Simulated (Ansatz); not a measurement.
Total energies of GaH$_{6}$PSi (`P[SiH2][GaH2]`).

Cartesian coordinates in Å:
```
P -0.881 -1.670 0.739
Si -0.311 -0.046 -0.734
Ga 0.638 1.798 0.500
H 0.465 -1.964 1.084
H -0.957 -2.708 -0.228
H -1.557 0.330 -1.458
H 0.668 -0.531 -1.752
H 1.884 1.537 1.425
H 0.051 3.254 0.424
```

Charge 0, multiplicity 1. Correlated methods include outer-core shells of Ga, which these sets cover unevenly. Scalar relativity is left out up to krypton. Geometry: relaxed with PBE0-D4/def2-TZVP. It is one conformer, not always the lowest. Basis def2-TZVPP, Ansatz 0.2.0.

RPA on PBE orbitals: Hartree–Fock energy of these orbitals -2556.35513 Eh, correlation -0.93266 Eh (frozen core).

| functional | energy without D4 (Eh) | D4 term (kJ/mol) |
| --- | --- | --- |
| LDA (SPW92) | -2553.79876 | – |
| PBE | -2558.69421 | -20.9 |
| revPBE | -2559.04348 | -53.0 |
| BLYP | -2559.35712 | -44.4 |
| r2SCAN | -2559.24043 | -4.8 |
| B97M-V | -2558.78320 | – |
| PBE0 | -2558.79824 | -17.9 |
| B3LYP | -2559.40569 | -34.2 |
| r2SCANh | -2559.22638 | -5.3 |
| r2SCAN0 | -2559.20671 | -5.9 |
| HSE06 (plane-wave form) | -2558.78321 | -17.0 |
| BHLYP | -2559.27503 | -30.5 |
| CAM-B3LYP | -2559.43252 | -18.7 |
| LC-ωPBE | -2558.86509 | – |
| ωB97X-V | -2559.03090 | – |
| ωB97M-V | -2559.13789 | – |
| B2PLYP | -2558.68658 | – |
| PBE-QIDH | -2558.28716 | – |

B3LYP takes the VWN-RPA correlation (the form of Gaussian; ORCA's B3LYP/G). HSE06 is the plane-wave form, built on full-range PBE exchange. The double hybrids freeze the cores in their second-order part.

LC-ωPBE has ω = 0.4 bohr⁻¹.
